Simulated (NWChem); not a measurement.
# WNHOF$_{2}$; SMILES [NH]=[W](=[O])([F])[F]

```xyz
6

W     -0.0448     0.0562     0.0000
O      1.5429    -0.5390     0.0000
N     -1.1124    -1.3137     0.0000
H     -1.2706    -2.3177     0.0000
F     -0.3430     0.9948    -1.5869
F     -0.3430     0.9948     1.5869
```
Atoms are numbered in this order, from 1.

Level: PBE0/def2-SVP with def2 effective core potentials on W (NWChem), optimised geometry, unscaled harmonic frequencies. def2 effective core potentials on W; no spin-orbit coupling.

Task: List the harmonic frequencies with IR intensities, and the thermochemistry.

Result: 
```
frequency (cm⁻¹)  IR intensity (km/mol)
----------------  ---------------------
174                                 8.0
224                                 9.1
245                                 2.9
265                                 0.2
330                                19.2
552                               176.1
636                                74.0
703                                89.4
716                               186.5
1030                              174.5
1070                               52.5
3661                              208.1
```

| Item | Value |
|---|---|
| zero-point energy | 13.7 kcal/mol |
| thermal correction to the enthalpy at 298.15 K (with zero-point energy) | 18.0 kcal/mol |
| heat capacity Cv | 19.1 cal/(mol K) |
| entropy at 298.15 K and 1 atm (symmetry number 1) | 79.6 cal/(mol K) |

Rigid rotor and harmonic oscillator.
